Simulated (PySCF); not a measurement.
CuH, SMILES [CuH] (connectivity only; charge and spin as stated), neutral, multiplicity 1. Atoms are numbered in the order given.

```xyz
2

Cu     0.0000     0.0000    -0.0495
H      0.0000     0.0000     1.4359
```
Charge 0, spin multiplicity 1.

Coordinates come from a PBE0-D3(BJ)/def2-TZVPD optimisation. The multiplicity is an assumed one; other spin states were not compared.

Level of theory: PBE/def2-TZVPD run with PySCF.

The total energy is -1640.84558 hartree. The point group is C∞v. The highest occupied level is -5.47 eV. The lowest empty level is -2.91 eV and the orbital gap is 2.55 eV. The dipole moment is 2.31 D. The quadrupole, principal values (traceless, Buckingham form, about the centre of nuclear charge) comes out as -0.19, -0.19, 0.39 D·Å, the mean static polarisability comes out as 34.1 bohr³ (5.05 Å³) and the polarisability, principal values comes out as 32.1, 32.1, 38.2 bohr³.
